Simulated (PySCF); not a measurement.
C2H5AlB, CH4AlB2, B3H6Si, B2ClH4Si (calculated)

Calculation on a computer-drawn molecule: optimised geometry and harmonic frequencies of an isolated molecule of the commonest isotopes, restricted reference for singlets and unrestricted otherwise, frozen core in MP2. Program: PySCF 2.14.0.

Common to all runs: method HF; basis cc-pV(D+d)Z.

(1) C2H5AlB

Start structure:
```xyz
9
C2H5AlB
B     -1.6399    -0.7217     1.5413
C     -0.8194    -0.8286     0.4083
C     -0.2385    -1.2822    -0.9660
Al     0.2910     0.2437     1.7809
H     -2.4285    -0.6700     2.4450
H      0.6745    -1.8985    -0.8750
H     -0.0409    -0.3845    -1.4877
H     -1.0163    -1.7807    -1.4278
H      1.3527     1.0680     2.3566
```

* charge: 1
* multiplicity: 1
* rotational constants: 9.408, 4.773, 3.231 GHz
* total energy: -344.9448 hartree
* convergence status largest gradient component: 1.961e-05 hartree/bohr

Drawn bonds:
| atom | other atom | order |
| --- | --- | --- |
| 1 | 2 | 2 |
| 2 | 3 | 1 |
| 2 | 4 | 1 |
| 1 | 5 | 1 |
| 3 | 6 | 1 |
| 3 | 7 | 1 |
| 3 | 8 | 1 |
| 4 | 9 | 1 |

Optimised structure:
```xyz
9
C2H5AlB
B     -1.7856    -0.8866     1.3697
C     -0.6255    -0.6885     0.6263
C     -0.2871    -1.2161    -0.7914
Al     0.5806     0.3585     1.5810
H     -2.7178    -0.9928     2.0760
H      0.5983    -1.8498    -0.7743
H     -0.1180    -0.3946    -1.4860
H     -1.1141    -1.8101    -1.1732
H      1.6040     1.2255     2.3476
```

Modes:
| frequency (cm⁻¹) | reduced mass (dalton) |
| --- | --- |
| 37.57 | 1.042 |
| 177.9 | 2.549 |
| 206.2 | 2.527 |
| 265.2 | 2.884 |
| 452.6 | 1.326 |
| 455.3 | 1.245 |
| 654.7 | 5.661 |
| 774.4 | 1.3 |
| 836.4 | 1.833 |
| 1015 | 3.167 |
| 1117 | 1.261 |
| 1150 | 1.386 |
| 1509 | 1.351 |
| 1565 | 2.547 |
| 1593 | 1.044 |
| 1597 | 1.182 |
| 2152 | 1.048 |
| 2956 | 1.131 |
| 3208 | 1.034 |
| 3292 | 1.107 |
| 3308 | 1.106 |

(2) CH4AlB2

Start structure:
```xyz
8
CH4AlB2
B     -0.5902     0.5580     0.1444
C      0.3592     0.0600    -0.7727
B      1.6212     0.4027    -1.2022
Al    -0.2001    -1.9468    -1.4229
H     -1.4220     1.0200     0.7947
H      2.6303     0.6877    -1.6477
H     -0.8431    -2.8281    -0.4111
H      0.0924    -2.2482    -2.9197
```

- charge: 1
- multiplicity: 1
- rotational constants: 10.49, 4.578, 3.187 GHz
- total energy: -331.1913 hartree
- convergence status largest gradient component: 3.44e-05 hartree/bohr

Drawn bonds:
| atom | other atom | order |
| --- | --- | --- |
| 1 | 2 | 2 |
| 2 | 3 | 1 |
| 2 | 4 | 1 |
| 1 | 5 | 1 |
| 3 | 6 | 1 |
| 4 | 7 | 1 |
| 4 | 8 | 1 |

Optimised structure:
```xyz
8
CH4AlB2
B     -0.4530     0.4771     0.2153
C      0.3298    -0.1194    -0.7778
B      1.4653     0.4744    -1.3368
Al    -0.2206    -1.9750    -1.4538
H     -1.1311     0.9472     1.0479
H      2.4219     0.9426    -1.8266
H     -1.4978    -2.5189    -0.7502
H      0.7331    -2.5228    -2.5551
```

Modes:
| frequency (cm⁻¹) | reduced mass (dalton) |
| --- | --- |
| 139.4 | 2.89 |
| 171.5 | 2.886 |
| 186.5 | 1.066 |
| 202 | 3.21 |
| 480 | 6.29 |
| 523.4 | 1.168 |
| 624.9 | 1.151 |
| 785.4 | 1.057 |
| 832.7 | 1.416 |
| 833.2 | 1.296 |
| 842.8 | 1.358 |
| 892.4 | 1.527 |
| 1254 | 5.914 |
| 1691 | 6.524 |
| 2080 | 1.018 |
| 2111 | 1.069 |
| 2977 | 1.124 |
| 2981 | 1.137 |

(3) B3H6Si

Start structure:
```xyz
10
B3H6Si
B     -1.9437    -0.3314    -0.0339
B     -0.3354    -0.1624    -0.2335
B      0.2240     1.2731    -0.2350
Si     0.7667    -1.7765    -0.5502
H     -2.3595    -0.4611     1.0165
H     -2.6852    -0.3335    -0.9599
H      0.3871     1.9710    -1.2252
H      0.5872     1.8220     0.7144
H      1.4605    -2.5178     0.5399
H      1.1112    -2.3296    -1.7998
```

* charge: 1
* multiplicity: 1
* rotational constants: 7.315, 3.802, 2.701 GHz
* total energy: -366.1238 hartree
* convergence status largest gradient component: 2.89e-05 hartree/bohr

Drawn bonds:
| atom | other atom | order |
| --- | --- | --- |
| 1 | 2 | 1 |
| 2 | 3 | 1 |
| 2 | 4 | 1 |
| 1 | 5 | 1 |
| 1 | 6 | 1 |
| 3 | 7 | 1 |
| 3 | 8 | 1 |
| 4 | 9 | 1 |
| 4 | 10 | 1 |

Optimised structure:
```xyz
10
B3H6Si
B     -2.0054    -0.3744    -0.0383
B     -0.3387    -0.2019    -0.2633
B      0.3113     1.3587    -0.2507
Si     0.8110    -1.7737    -0.5304
H     -2.4358    -0.4940     1.0694
H     -2.7280    -0.3586    -0.9892
H      0.3830     1.9702    -1.2742
H      0.6746     1.8314     0.7842
H      1.4443    -2.4826     0.5865
H      1.0965    -2.3214    -1.8606
```

Modes:
| frequency (cm⁻¹) | reduced mass (dalton) |
| --- | --- |
| 157.1 | 3.265 |
| 179.4 | 2.955 |
| 204.5 | 1.765 |
| 236.3 | 1.017 |
| 343.1 | 1.01 |
| 346.2 | 1.01 |
| 486.2 | 4.803 |
| 519.2 | 1.168 |
| 577 | 1.233 |
| 694.1 | 1.248 |
| 785.2 | 1.932 |
| 862.9 | 3.592 |
| 898.7 | 1.917 |
| 1010 | 1.149 |
| 1011 | 2.367 |
| 1058 | 1.583 |
| 1214 | 1.15 |
| 1221 | 1.152 |
| 2397 | 1.029 |
| 2430 | 1.057 |
| 2707 | 1.048 |
| 2711 | 1.05 |
| 2811 | 1.126 |
| 2814 | 1.127 |

(4) B2ClH4Si

Start structure:
```xyz
8
B2ClH4Si
B     -1.4569    -1.8084     4.0169
B     -1.9870    -1.3221     2.5870
Si    -2.0339     0.5059     1.9818
Cl    -2.6001    -2.3823     1.3230
H     -1.0258    -1.0665     4.8440
H     -1.5322    -2.9039     4.3621
H     -2.5250     1.0600     0.6939
H     -1.6499     1.8031     2.7360
```

* charge: 0
* multiplicity: 2
* rotational constants: 5.564, 2.815, 1.905 GHz
* total energy: -800.1031 hartree
* spin squared: 0.7672
* convergence status largest gradient component: 2.774e-05 hartree/bohr

Drawn bonds:
| atom | other atom | order |
| --- | --- | --- |
| 1 | 2 | 1 |
| 2 | 3 | 1 |
| 2 | 4 | 1 |
| 1 | 5 | 1 |
| 1 | 6 | 1 |
| 3 | 7 | 1 |
| 3 | 8 | 1 |

Optimised structure:
```xyz
8
B2ClH4Si
B     -1.4653    -1.7891     4.0393
B     -1.8633    -1.2423     2.4869
Si    -1.9044     0.6738     1.8916
Cl    -2.1903    -2.4956     1.2563
H     -0.3232    -1.9538     4.3727
H     -2.3226    -2.0281     4.8459
H     -2.7199     1.0140     0.7064
H     -2.0218     1.7070     2.9455
```

Modes:
| frequency (cm⁻¹) | reduced mass (dalton) |
| --- | --- |
| 153.2 | 2.711 |
| 190.1 | 4.84 |
| 197.9 | 1.113 |
| 263.8 | 1.1 |
| 296.2 | 1.794 |
| 399.6 | 1.607 |
| 484.3 | 2.923 |
| 594.3 | 1.257 |
| 730.2 | 1.747 |
| 819.7 | 4.395 |
| 1002 | 1.104 |
| 1018 | 3.658 |
| 1044 | 1.677 |
| 1274 | 1.279 |
| 2312 | 1.033 |
| 2330 | 1.05 |
| 2670 | 1.056 |
| 2741 | 1.122 |
